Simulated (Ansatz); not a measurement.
Two structures of SiNH₃Cl₂O, closed shell, reached by relaxing down either side of one saddle point (PBE0-D4/def2-TZVP). Energies are electronic, without zero-point energy. Computed with Ansatz 0.2.0 (basis: def2-TZVPP and def2-QZVPP); correlated methods freeze the cores. Extrapolation: Hartree–Fock as exp(−7.88 √X), correlation as X^−2.97. First:

| atom | x (Å) | y (Å) | z (Å) |
| --- | --- | --- | --- |
| Si1 | -0.4668 | 0.1710 | 0.0881 |
| N2 | 1.2166 | 0.0210 | 0.1766 |
| O3 | -1.0687 | -0.6515 | -1.1769 |
| H4 | -0.8064 | -1.5725 | -1.2431 |
| Cl5 | -1.1644 | 2.0665 | -0.1899 |
| Cl6 | -1.1803 | -0.5110 | 1.8767 |
| H7 | 1.6814 | 0.1450 | 1.0614 |
| H8 | 1.7888 | 0.3315 | -0.5930 |

Second:

```
8
angstrom
Si -0.9787 0.0351 0.0625
N 0.9137 -0.2145 -0.1718
O -1.6354 -1.1372 -0.6418
H 1.0984 -0.2511 -1.1718
Cl -1.0813 1.9568 -0.6651
Cl -0.9661 0.2244 2.1111
H 1.1571 -1.1194 0.2250
H 1.4925 0.5059 0.2519
```

Q: Which bonds change from the first to the second?

A: SiNH₃Cl₂O ([NH2][Si]([OH])([Cl])[Cl]) → SiCl₂O ([O][Si]([Cl])[Cl]) + NH₃ (still joined by a long Si–N bond); bonds formed: N2–H4; bonds broken: O3–H4; bonds weakened to dative contacts: Si1–N2.

Q: Give the saddle point's structure and its height above each. (Judge from chemistry; the value comes from the calculation.)

A: By the calculation: 1.841 eV above the first and 0.687 eV above the second (CCSD(T) at an estimated basis limit (MP2 extrapolated from triple and quadruple zeta, plus CCSD(T) − MP2 in triple zeta)).
Si1  (-0.805, 0.159, 0.121)
N2  (0.985, -0.175, -0.129)
O3  (-1.091, -0.941, -0.955)
H4  (0.290, -0.894, -0.852)
Cl5  (-1.172, 2.120, -0.279)
Cl6  (-1.268, -0.157, 2.077)
H7  (1.506, -0.634, 0.607)
H8  (1.555, 0.523, -0.590)
(Å)

No T1 diagnostic of these runs exceeds 0.013.

Labels in which every atom is bracketed show which atoms are joined, not bond orders.

For scale, one of the runs: CCSD(T)/def2-TZVPP, 230 basis functions, launched by `ansatz run in.yaml --threads 4 --pin off --events-out ev --progress --plain --max-ram 9574MiB`. Time: 79 s of wall clock on 4 CPU threads of a Oxide Virtual Turin-like; the host was shared. Peak host memory: 3.7 GiB.
